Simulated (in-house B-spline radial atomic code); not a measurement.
The numbers below are computed, except where a source is named.
# Be ion on Si atom: potential, deflection and energy transfer

The pair potential comes from two frozen, spherical free-atom densities (PBE, B-spline radial code, scalar-relativistic past argon): electrostatics plus the change in Thomas-Fermi kinetic and Dirac exchange energy where they overlap, the recipe behind the universal ZBL potential, which averages such potentials (from solid-state densities) over many pairs. It is written V = (Z1 Z2 e²/r) φ(r/a), with e² = 14.3996 eV·Å and a = 0.46850 Å/(Z1^0.23 + Z2^0.23); ZBL's fit is φ = 0.18175 e^(−3.1998x) + 0.50986 e^(−0.94229x) + 0.28022 e^(−0.4029x) + 0.02817 e^(−0.20162x). Where φ falls below 4e-4 it is continued as an exponential.

Masses 9.01 and 28.09 u.

```tsv
x = r/a	φ, this pair	φ, ZBL
0.1	0.9033	0.8928
0.25	0.7853	0.7647
0.5	0.6449	0.6096
1	0.4535	0.4164
1.5	0.3288	0.2995
2	0.2465	0.2218
3	0.1465	0.1292
4	0.0922	0.08026
5	0.06216	0.05224
6.5	0.03689	0.02914
8	0.02145	0.01705
10	0.009322	0.008778
12	0.003538	0.00474
14.5	0.0008064	0.002328
```

Problem. At x = 6.5 the electrostatic, kinetic and exchange parts are 4.79, 35.06 and -8.49 eV. Find r, V and φ.

Solution. a = 0.46850/(1.3755 + 1.8349) = 0.14593 Å, so r = 0.94855 Å. V = 4.79 + 35.06 + (-8.49) = 31.36 eV. The bare repulsion is 4 × 14 × 14.3996/0.94855 = 850.12 eV, so φ = 0.0369, +26.6 % against ZBL's 0.0291. The kinetic (Pauli) term is 112 % of V here, as the other two terms together attract.

Problem. The ion comes in at 0.7298 keV with impact parameter 0.2919 Å. The scattering integral gives a centre-of-mass angle of 60.93° and a closest approach of 2.908 a. What are the reduced energy, the energy passed on and the laboratory angles?

Solution. ε = E a M2/(Z1 Z2 e² (M1 + M2)) = 729.8 × 1.3702e-04 = 0.1. The most that one collision can pass on is γE with γ = 4 M1 M2/(M1 + M2)² = 0.7355. Here T = γE sin²(θ/2) = 0.7355 × 729.8 × 0.2571 = 138 eV. The ion turns by arctan(sin θ/(cos θ + M1/M2)) = 47.3°, and the struck atom leaves at (180° − θ)/2 = 59.5°. The closest approach is 0.424 Å. With ZBL the angle would be 57.39° and T = 123.8 eV.
